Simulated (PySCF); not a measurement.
C₂H₄BF₂N, SMILES C=C(B(F)N)F. Atoms are numbered in the order given.

```xyz
10

C      1.7929    -0.4484     0.5847
C      0.7701     0.2429     0.0770
F      0.9914     1.4740    -0.4085
B     -0.7208    -0.2521    -0.0593
N     -1.2425    -1.2778     0.7274
F     -1.5018     0.3323    -0.9730
H      2.8025    -0.0307     0.6151
H      1.6379    -1.4597     0.9634
H     -0.7344    -1.7140     1.4829
H     -2.1887    -1.6145     0.6058
```
Charge 0, spin multiplicity 1.

The structure is a stationary point at PBE0-D3(BJ)/def2-SVP. This is a generated structure with no PubChem entry under its InChIKey; it may be hypothetical. The values are those of a single conformer.

Level of theory: B3LYP/def2-TZVP (PySCF).

The molecule is in vacuum.

The total energy is -358.15721 hartree, the highest occupied level is -7.36 eV and the lowest empty level is -1.02 eV. The orbital gap is 6.34 eV. The dipole moment is 3.52 D. The quadrupole, principal values (traceless, Buckingham form, about the centre of nuclear charge) is -4.16, -1.22, 5.37 D·Å. The mean static polarisability comes out as 45.9 bohr³ (6.80 Å³) and the polarisability, principal values comes out as 32.1, 48.7, 56.9 bohr³.
